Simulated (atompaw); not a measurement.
Lu: PAW (atompaw) pseudisation with PBE, scalar-relativistic reference atom.

* Element: lutetium
* Generator: atompaw 4.2.0.5
* Type: PAW
* Functional: PBE
* Relativity: scalar-relativistic
* Frozen core: [Xe] 4f14
* Valence charge: 3
* Reference configuration: 5d1 6s2 6p0
* Partial waves: 6s (bound): rc 2.55 bohr; 6s channel at 3.35 Ry: rc 2.55 bohr; 6p (bound, empty): rc 3.00 bohr; 6p channel at 0.75 Ry: rc 3.00 bohr; 5d (bound): rc 3.00 bohr; 5d channel at 0.35 Ry: rc 3.00 bohr
* Local potential: bessel scheme, radius 2.60 bohr
* Core correction: smooth core density matched at 1.95 bohr
* Augmentation charge: besselshape compensation charge, radius 2.50 bohr; PAW radius 3.00 bohr; waves and projectors: custom rrkj vanderbiltortho

Does the generator finish with these settings?

Yes, a potential is produced.

Estimate the cutoffs (Ry, on a coarse ladder) from which the occupation-weighted sum of valence levels, in a spherical-Bessel basis at the reference potential, stays within 10 and 1 mRy of its value at 400 Ry.

8 Ry and 10 Ry.

What does a ghost test show?

No extra level below or beside the all-electron valence levels (s, p, d, f tested).

Is the overlap operator S = 1 + Σ q|β⟩⟨β| positive definite (Bessel basis up to 400 Ry)?

Yes: its lowest eigenvalue is 0.68 (p channel).

Which valence shell sets the plane-wave cutoff?

5d: its level needs 10 Ry to come within 1 mRy, against 6 Ry for 6s.
